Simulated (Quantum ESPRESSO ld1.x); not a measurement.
Question: Radial electron density D(r) = 4 pi r^2 rho(r) of an atom or ion with 21 electrons. All-electron calculation, scalar-relativistic Kohn-Sham, PBE, spin-unpolarised, spherical densities, point nucleus. Program: ld1.x of Quantum ESPRESSO 7.5.

| r (bohr) | D(r) (e/bohr) |
|---|---|
| 0.002971 | 1.112 |
| 0.003869 | 1.787 |
| 0.004997 | 2.794 |
| 0.006507 | 4.354 |
| 0.008473 | 6.632 |
| 0.01103 | 9.808 |
| 0.01425 | 13.82 |
| 0.01856 | 18.76 |
| 0.02416 | 23.90 |
| 0.03121 | 28.03 |
| 0.04065 | 30.05 |
| 0.05293 | 28.95 |
| 0.06837 | 25.77 |
| 0.08902 | 23.31 |
| 0.1159 | 24.93 |
| 0.1509 | 30.17 |
| 0.195 | 33.27 |
| 0.2539 | 28.71 |
| 0.3306 | 18.43 |
| 0.427 | 11.74 |
| 0.5561 | 12.40 |
| 0.7241 | 14.39 |
| 0.9353 | 11.57 |
| 1.218 | 5.863 |
| 1.586 | 1.868 |
| 2.065 | 0.3789 |
| 2.667 | 0.05117 |
| 3.473 | 0.003486 |

What is the nuclear charge?

Answer: Z = 25. The innermost maximum, from 1s, lies near gamma/Z bohr with gamma = sqrt(1 - (Z/c)^2) = 0.983, here 0.0393 bohr (found: 0.0423), and its height grows with Z. The density is that of the manganese ion Mn4+ in [Ar] 3d3; the configuration itself is not fixed sharply by these data, and Z only to about a unit. D(r) has 3 maxima, at r = 0.0423, 0.195, 0.718 bohr, and minima at 0.0934, 0.470 bohr, inside which lie 2.12, 10.58 electrons.
